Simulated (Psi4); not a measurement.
F (SMILES [F+]), charge +1, triplet. Base run: PBE/pcseg-1 (Psi4).

Psi4 was given this input:
```
memory 2 GB

molecule mol {
1 3
  F     0.000000    0.000000    0.000000
}

set basis pcseg-1
set reference uks

energy('pbe')
print_variables()
```

The base run was repeated with changes; each row names its change, and settings that it needs were set with it.

```tsv
change	ΔE vs base (mEh)	SCF cycles	grid points	basis functions
base	0.000	8	21140	14
d_convergence = 1e-10	0.000	11	21140	14
soscf = true	0.000	8	21140	14
dft_radial_scheme = becke	0.000	8	18422	14
guess = gwh	0.000	6	21140	14
level_shift = 1.0	0.000	6	21140	14
dft_nuclear_scheme = becke	0.000	8	21140	14
dft_radial_scheme = mura	0.000	8	21442	14
puream = false	-2.645	8	21140	15
guess = core	0.000	8	21140	14
dft_spherical_points = 590	0.000	8	41300	14
scf_type = mem_df	0.000	8	21140	14
scf_type = pk	0.028	8	21140	14
```

Open shells are given as the SCF converged; they aren't shown to be the lowest states, and a large step between rows can be another state.
